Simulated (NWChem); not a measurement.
System: AlHSClF; SMILES [SH][Al]([F])[Cl]

```xyz
5

Al     0.3433     0.0304     0.0000
Cl    -0.6617     1.8520     0.0000
F      2.0005     0.0215     0.0000
S     -0.7273    -1.8443     0.0000
H      0.4190    -2.5636     0.0000
```
Atoms are numbered in this order, from 1.

Program: NWChem. All runs use the structure optimised with PBE0/def2-SVP. Vertical excitations in the gas phase; the lowest state need not have the same character in each row.

For level BHandHLYP/def2-SVP, TDA:

| Item | Result |
|---|---|
| lowest excitation, singlet (eV) | 6.26 |
| orbital gap (eV) | 9.14 |

Q: Estimate the same quantities for level PBE0/def2-SVP, TDA.

A: 
| Property | Result |
|---|---|
| lowest excitation, singlet (eV) | 5.90 |
| orbital gap (eV) | 7.29 |
